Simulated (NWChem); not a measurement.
silicon monosulfide (SiS, singlet); SMILES [Si]=S

Computed with NWChem. Low-valent species are run as closed-shell singlets; no triplet was tried in these runs. The level has its own optimisation; frequencies are unscaled.

Problem. Predict the results for PBE/pcseg-1. Quantities: r S–Si (Å); highest harmonic frequency (cm⁻¹); zero-point energy (kcal/mol); dipole (D).

Solution. 
- r S–Si (Å) = 1.965
- highest harmonic frequency (cm⁻¹) = 715
- zero-point energy (kcal/mol) = 1.0
- dipole (D) = 1.70
